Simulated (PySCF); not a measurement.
# Electronic absorption of C4H7NSi

C4H7NSi.
Numbering: `[N:1]#[C:2][CH2:3][SiH:4]1[CH2:5][CH2:6]1` (hydrogens: H7, H8 on C3; H9 on Si4; H10, H11 on C5; H12, H13 on C6)

Method: TDDFT PBE0/def2-SVPD, vertical, gas phase, core orbitals frozen in the response in PySCF. The structure is a single GFN2-xTB conformer in the gas phase; no vibrational or solvent corrections. Torsions of this conformer, `[N:1]#[C:2][CH2:3][SiH:4]1[CH2:5][CH2:6]1`: C2–C3–Si4–C5 -168°.

| state | E (eV) | E (kJ/mol) | λ (nm) | f | \|μ\| (D) | main configurations (H = HOMO, L = LUMO) |
| --- | --- | --- | --- | --- | --- | --- |
| S1 | 6.41 | 618 | 193.4 | 0.0087 | 0.60 | H→L+1 (81%) |
| S2 | 6.51 | 628 | 190.5 | 0.197 | 2.82 | H→L (89%) |
| S3 | 6.55 | 632 | 189.2 | 0.0084 | 0.58 | H→L+2 (49%), H→L+3 (31%), H→L+1 (16%) |
| S4 | 6.79 | 655 | 182.7 | 0.0052 | 0.45 | H→L+3 (51%), H→L+2 (35%), H→L+4 (9%) |
| S5 | 6.95 | 670 | 178.5 | 0.010 | 0.63 | H→L+5 (65%), H→L+4 (20%) |
| S6 | 7.03 | 679 | 176.3 | 0.016 | 0.77 | H→L+4 (68%), H→L+5 (27%) |
| S7 | 7.43 | 717 | 166.9 | 0.0035 | 0.35 | H-1→L (83%) |
| S8 | 7.62 | 735 | 162.7 | 0.017 | 0.77 | H-1→L+3 (16%), H-1→L+4 (15%), H-1→L+2 (14%) |

Triplets (Tamm–Dancoff): T1 5.03 eV, H→L (92%); T2 5.92 eV, H→L+1 (46%), H→L+2 (30%); T3 6.22 eV, H→L+3 (46%), H→L+5 (22%).

The lowest singlet comes at 193 nm (618 kJ/mol) in the vacuum ultraviolet; it is weak; its leading configuration is HOMO→LUMO+1 (81%). The strongest level in the table is S2 at 6.51 eV (190 nm, f = 0.197). Löwdin shares by element: HOMO carbon 51% or more, silicon 29% (atoms not listed hold the other 20%); LUMO silicon 32%, carbon 22% or more, hydrogen 12% or more (atoms not listed hold the other 35%). The listed states span 1.21 eV, and the widest gap between neighbours is 0.39 eV (S6 to S7). Of the 8 states listed, 4 reach f = 0.01 and none stays under 0.0005. Weighted by f, the mean energy of these states is 6.64 eV. No computed singlet lies in the visible range (380 to 750 nm); the lowest, at 193 nm, stands 3.15 eV above its violet end (3.26 eV). Singlets were solved by full linear response, triplets in the Tamm–Dancoff approximation.

Hardware: an Arm Neoverse N1 with one thread, shared host. Cost: 42 s, 0.72 GiB resident at most.
